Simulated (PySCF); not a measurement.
Write Cartesian coordinates for 2-thiophenemethanethiol, `SCc1cccs1` as optimised with PBE0-D3(BJ)/def2-SVP.

```xyz
13
C5H6S2 angstrom
S     -2.8127    0.9557    0.3317
C     -1.6706   -0.1918   -0.5097
C     -0.2256    0.0496   -0.2409
C      0.7169   -0.8647    0.1620
C      2.0181   -0.3027    0.2959
C      2.0397    1.0329   -0.0039
S      0.4837    1.6145   -0.4422
H     -2.3614    0.7181    1.5823
H     -1.9062   -0.0600   -1.5784
H     -1.9164   -1.2331   -0.2546
H      0.4782   -1.9128    0.3519
H      2.8998   -0.8641    0.6077
H      2.8902    1.7131    0.0208
```

Orientation and origin are arbitrary. Atoms count from 1 in this order. The C–S distances run from 1.718 Å (C6–S7, aromatic) to 1.825 Å (S1–C2, drawn single), a spread of 0.107 Å. S7 (thiophene-type sulfur) is bent (angle 92.0°). S1 (thiol sulfur) is bent (angle 96.2°). The 4 C–C bonds span 1.369 Å (C5–C6, aromatic) to 1.490 Å (C2–C3, drawn single), a spread of 0.121 Å.

Bonds between heavy atoms (Å): S1–C2 1.825, C2–C3 1.490, C3–C4 1.374, C4–C5 1.424, C5–C6 1.369, C6–S7 1.718, C3–S7 1.730.

Computed, not measured: PBE0-D3(BJ)/def2-SVP geometry optimisation, gas phase (PySCF 2.14.0).

Point group: C1 (no symmetry element, even within 0.4 Å). Stationary, but not proved a minimum. The numbers are those of one conformer (H–S1–C2–C3 -56°, S1–C2–C3–C4 129°).
